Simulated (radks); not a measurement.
The numbers below are computed, except where a source is named.
Ionisation of the hafnium ion Hf57+, [Ne] 3s2 3p3, to Hf58+, [Ne] 3s2 3p2, under several functionals. Dirac Kohn-Sham, spin-unpolarised, spherical densities, finite nucleus; open shells fill j = l - 1/2 first; a radial shooting solver on a logarithmic mesh with Libxc functionals. Known Delta-SCF values: LDA (Slater exchange, VWN5 correlation) 5718.9 eV; LDA (Slater exchange, Perdew-Wang correlation) 5718.9 eV. What does OLYP give, and what is its highest occupied eigenvalue?

Answer. 5723.8 eV by Delta-SCF; the 3p3/2 eigenvalue is -5663.9 eV. NIST: 5713 eV (theoretical).

Beside tabulated values, note that spin-unpolarised runs miss the spin-polarisation part of the exchange energy of open shells.
